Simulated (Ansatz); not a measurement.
`O[SiH2]OC=S` and `COC=S` differ in one atom or group.

Ansatz, PBE0-D4/def2-TZVP geometries, multiplicity 1. Each molecule was computed in one conformer, which needn't be the lowest.

| property | `O[SiH2]OC=S` |
| --- | --- |
| HOMO–LUMO gap (ωB97M-V/def2-TZVPP) / eV | 9.37 |
| HOMO–LUMO gap (PBE/def2-TZVPP) / eV | 2.82 |
| HOMO energy (PBE/def2-TZVPP) / eV | -5.47 |
| HOMO energy (PBE0/def2-TZVPP) / eV | -6.70 |
| zero-point energy (PBE0-D4/def2-TZVP) / kJ/mol | 139.9 |
| size of the dipole moment (B3LYP/def2-TZVPP) / D | 3.16 |

Problem. Give the same properties after the change, and the shifts. (An estimate is asked.)

Solution. Computed: 
| property | `COC=S` | shift |
| --- | --- | --- |
| HOMO–LUMO gap (ωB97M-V/def2-TZVPP) / eV | 9.41 | 0.04 |
| HOMO–LUMO gap (PBE/def2-TZVPP) / eV | 2.90 | 0.08 |
| HOMO energy (PBE/def2-TZVPP) / eV | -5.38 | 0.09 |
| HOMO energy (PBE0/def2-TZVPP) / eV | -6.61 | 0.09 |
| zero-point energy (PBE0-D4/def2-TZVP) / kJ/mol | 155.3 | 15.4 |
| size of the dipole moment (B3LYP/def2-TZVPP) / D | 4.06 | 0.90 |

With PBE0 the HOMO rises by 0.09 eV and the LUMO rises by 0.14 eV, so the gap widens by about 0.05 eV. PBE moves the HOMO by 0.09 eV and ωB97M-V by 0.10 eV. The zero-point energy changes by 15.4 kJ/mol with -3 modes. Dipoles are sizes alone; their direction can turn.

B3LYP here is the variant with VWN-RPA as its local correlation; programs differ in this.
